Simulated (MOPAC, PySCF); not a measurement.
C₁₀H₈BF, SMILES `Bc1cc2cccccc-2c1F`, neutral singlet in the gas phase. 

Cartesian coordinates (Å):
SMILES: Bc1cc2cccccc-2c1F
```xyz
20

B      3.7738     0.5233     0.1777
C      2.2560     0.3252     0.1092
C      1.2533     1.3311     0.2401
C     -0.0225     0.7619     0.1184
C     -1.2395     1.4385     0.1920
C     -2.5367     0.9264     0.0786
C     -2.9368    -0.3991    -0.1379
C     -2.1785    -1.5659    -0.2997
C     -0.7864    -1.6995    -0.2842
C      0.1734    -0.7078    -0.1050
C      1.5631    -0.8934    -0.0979
F      2.1436    -2.0811    -0.2678
H      4.2227     1.6292     0.3608
H      4.5275    -0.4090     0.0513
H      1.4534     2.3891     0.4097
H     -1.1621     2.5181     0.3619
H     -3.3462     1.6553     0.1710
H     -4.0209    -0.5465    -0.1892
H     -2.7469    -2.4861    -0.4578
H     -0.3903    -2.7097    -0.4312
```
Charge 0, multiplicity 1.

All levels are single points at this geometry (B3LYP-D3(BJ)/def2-SVP); Pople sets use spherical d functions. Orbital energies aren't observables, and empty levels follow the basis.

| level | HOMO (eV) | LUMO (eV) | gap (eV) | dipole (D) | vertical IE, Delta-SCF (eV) |
|---|---|---|---|---|---|
| TPSSh-D3(BJ)/def2-TZVP in PySCF | -5.34 | -3.30 | 2.04 | 3.93 | 7.32 |
| B3LYP/3-21G in PySCF | -5.44 | -2.83 | 2.61 | 4.22 | – |
| B3LYP/6-311+G** in PySCF | -5.74 | -3.17 | 2.58 | 4.06 | – |
| BP86/6-31G* in PySCF | -4.84 | -3.46 | 1.38 | 3.93 | – |
| AM1 in MOPAC | -8.01 | -1.48 | 6.53 | 3.78 | – |
| PM7 in MOPAC | -8.32 | -1.75 | 6.57 | 3.98 | – |
